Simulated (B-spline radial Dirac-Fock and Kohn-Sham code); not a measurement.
How the settings move the core levels of Dy²⁺

ΔSCF core binding energies without Breit or QED terms, calculated with a radial B-spline solver. Keys: rel is the Hamiltonian (dirac, or spin-free x2c and nr, where L3 and M5 stand for the whole 2p and 3d shells), method is hf or an exchange,correlation pair (spin-unpolarised, also for the hole states), nuc the nuclear model, radius_factor scales its radius, rmax is the box in bohr, h the logarithmic mesh step, order the B-spline order, points the quadrature points per cell, c_factor scales the speed of light, and damp, ndamp, maxit and tol steer the iteration. The run stops when the commutator error falls below 10·tol·max(1, Z/10), or the numerical noise floor, and the energy has settled to about 1e-8 Ha; the virial ratio is −V/T.

Base input:

```json
{"items": [{"Z": 66, "q": 2, "cfg": [[1, 0, 2], [2, 0, 2], [2, 1, 6], [3, 0, 2], [3, 1, 6], [3, 2, 10], [4, 0, 2], [4, 1, 6], [4, 2, 10], [4, 3, 10], [5, 0, 2], [5, 1, 6]], "A": 164, "rrms": 5.2218, "do": "settings", "holes": ["K", "L3", "M5"],
  "settings": [{"rel": "dirac", "method": "hf", "nuc": "fermi", "radius_factor": 1.0, "rmax": 45.0, "h": 0.3, "order": 8, "points": 10, "c_factor": 1.0, "maxit": 60, "damp": 0.5, "ndamp": 3, "tol": 1e-08}]}]}
```

The ground state converged in 11 iterations, with total energy -12160.92880 Ha, virial ratio 1.91192 and highest orbital energy -26.22 eV. ΔSCF binding energies: K (1s) 54041.8 eV, L3 (2p3/2) 7825.6 eV, M5 (3d5/2) 1314.2 eV.

Changes from the base run:

```tsv
changed setting	Δ total energy (Ha)	Δ K (eV)	Δ L3 (eV)	Δ M5 (eV)	iterations
method = "pw91,pw91"	-6.92913	+44.22	-30.34	-7.16	11
rel = "nr"	+520.24256	-3419.55	-19.55	+27.62	11
radius_factor = 0.8	-0.34951	+3.94	-0.02	-0.01	11
c_factor = 100.0	+520.46906	-3422.45	-19.55	+27.61	10
method = "pw91,pw91"; radius_factor = 0.8; h = 0.22	?	?	?	?	?
radius_factor = 0.8; h = 0.22; order = 9	-0.34956	+3.94	-0.02	-0.01	11
damp = 0.2	0.00000	0.00	0.00	0.00	14
```

Q: What does the change method = "pw91,pw91"; radius_factor = 0.8; h = 0.22 do?

A: The total energy moves by -7.27969 Ha and the binding energies by K +48.18 eV, L3 -30.37 eV, M5 -7.17 eV; the run takes 11 iterations.
